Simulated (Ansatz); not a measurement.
Stepwise reaction of `O=C=N[SiH](Cl)Cl` with hydrogen, as a gas-phase model of exchange steps in deposition or etching. ΔE in kJ/mol.

Calculated with Ansatz (gas phase, PBE0-D4/def2-TZVP geometries, no zero-point term in ΔE). CCSD(T)/CBS adds triple-zeta CCSD(T) − MP2 to the extrapolated MP2 energy (def2 sets, frozen cores). This one scheme is used for every species. Functionals use def2-TZVPP. B3LYP here is the variant with VWN-RPA as its local correlation; programs differ in this. Each species was taken in one conformer, which may not be the lowest.

```json
{"step": "2", "reaction": "`O=C=N[SiH2]Cl` + H₂ → `O=C=N[SiH3]` + HCl", "PBE-D4": "82.2", "B3LYP-D4": "80.6", "ωB97M-V": "82.8", "CCSD(T)/CBS": "82.5"}
```

(1) Give the row of step 1, `O=C=N[SiH](Cl)Cl` + H₂ → `O=C=N[SiH2]Cl` + HCl. (An estimate is asked.)

(2) By hand: ΔE of the 2 steps together at CCSD(T)/CBS.

## Answers

(1) Ansatz gave: 
| step | reaction | PBE-D4 | B3LYP-D4 | ωB97M-V | CCSD(T)/CBS |
| --- | --- | --- | --- | --- | --- |
| 1 | `O=C=N[SiH](Cl)Cl` + H₂ → `O=C=N[SiH2]Cl` + HCl | 82.4 | 80.1 | 82.0 | 80.6 |

(2) (80.6) + (82.5) = 163.1 kJ/mol, or 81.5 kJ/mol a step.

In ΔE the steps differ by no more than 1.9 kJ/mol. All are uphill at CCSD(T)/CBS. PBE-D4 differs from CCSD(T)/CBS by -0.3 to 1.8 kJ/mol a step. Only this route is followed, and other bonds may react first. Isolated molecules leave out the surface, adducts and barriers. Largest T1 diagnostic: 0.016.
